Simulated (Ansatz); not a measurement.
The cluster Zr₂S₂⁺. Total charge 1; doublet. Geometry B3LYP-D4/def2-SVP; atoms count from 1.

Cartesian coordinates in Å:
```
Zr 0.741 -1.004 0.609
Zr -0.840 1.088 0.198
S -1.397 -1.147 -0.467
S 1.496 1.064 -0.340
```

In the def2 sets Zr takes a core potential; there is no spin–orbit coupling. The structure comes from a short search, and lower isomers may exist.

Q: Estimate the Mulliken populations from the PBE0/def2-TZVP orbitals of Ansatz.

A: 
```json
{"atom": "Zr1", "charge (e)": "0.91", "spin (α − β)": "0.54", "d electrons": "2.43"}
{"atom": "Zr2", "charge (e)": "0.91", "spin (α − β)": "0.54", "d electrons": "2.43"}
{"atom": "S3", "charge (e)": "-0.41", "spin (α − β)": "-0.04", "d electrons": "–"}
{"atom": "S4", "charge (e)": "-0.41", "spin (α − β)": "-0.04", "d electrons": "–"}
```
Mulliken values and Mayer orders depend strongly on the basis.

Q: Where does the spin sit?

A: Summed by element: Zr 1.07, S -0.07, of 1 unpaired in all. Largest on single atoms: Zr2 0.54, Zr1 0.54, S3 -0.04.

Q: And the Mayer bond orders between bonded heavy atoms (over 0.3)?

A: Zr1–Zr2 1.63 (2.65 Å); Zr1–S3 1.21 (2.40 Å); Zr1–S4 1.21 (2.40 Å); Zr2–S3 1.21 (2.40 Å); Zr2–S4 1.21 (2.40 Å).
